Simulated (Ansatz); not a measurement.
C$_{3}$H$_{9}$NOS$_{2}$W (`C[O][W](=[S])(=[S])[N](C)C`), 17 atoms. The species carries charge 0 and has multiplicity 1. Correlated methods include outer-core shells of W, which these sets cover unevenly. W: def2 effective core potential. Hardware: A = 4 threads of an AMD EPYC 7R13 on a shared host and a share of an NVIDIA H100 80 GB; B = 4 threads of an AMD EPYC 7R13 on a shared host. Correlated methods freeze the cores. Open-shell runs search over several starts.

(1) How many basis functions does each run have, and how long does it take in Ansatz? UKS r2SCAN-D4/def2-TZVPP energy of the cation [A]; UKS PBE0-D4/def2-TZVPP energy of the cation [A]; RKS PBE-QIDH (frozen core)/def2-TZVPP energy [A]; RKS PBE0-D4/def2-QZVPP energy [A]; UKS B2PLYP (frozen core)/def2-TZVPP energy of the cation [A]; UKS B3LYP-D4/def2-TZVPP energy of the cation [A]; UKS PBE-D4/def2-TZVPP energy of the cation [A]; direct RPA on PBE orbitals/def2-TZVPP energy [A]; RKS ωB97M-V/def2-QZVPP energy [A]; RKS ωB97M-V/def2-SVP energy [B]; UHF-CCSD(T)/def2-TZVPP energy of the cation [A]; RKS B97M-V/def2-TZVPP energy [A]. (Best estimate.)

Results:

(1) Ansatz gave: Other jobs shared the machine, so times are rough.

```csv
level,job,functions,wall time,peak host memory (GiB)
RKS PBE0-D4/def2-QZVPP,energy [A],776,6 s,1.4
RKS ωB97M-V/def2-QZVPP,energy [A],776,8 s,1.5
direct RPA on PBE orbitals/def2-TZVPP,energy [A],421,9 s,2
RKS PBE-QIDH (frozen core)/def2-TZVPP,energy [A],421,11 s,2
RKS B97M-V/def2-TZVPP,energy [A],421,11 s,1.1
RKS ωB97M-V/def2-SVP,energy [B],183,12 s,1.1
UKS PBE-D4/def2-TZVPP,energy of the cation [A],421,16 s,1.1
UKS PBE0-D4/def2-TZVPP,energy of the cation [A],421,16 s,1.1
UKS B3LYP-D4/def2-TZVPP,energy of the cation [A],421,21 s,1.1
UKS B2PLYP (frozen core)/def2-TZVPP,energy of the cation [A],421,32 s,2.1
UKS r2SCAN-D4/def2-TZVPP,energy of the cation [A],421,33 s,1.2
UHF-CCSD(T)/def2-TZVPP,energy of the cation [A],421,5.8 min,4.2
```

B3LYP here is the variant with VWN-RPA as its local correlation; programs differ in this.
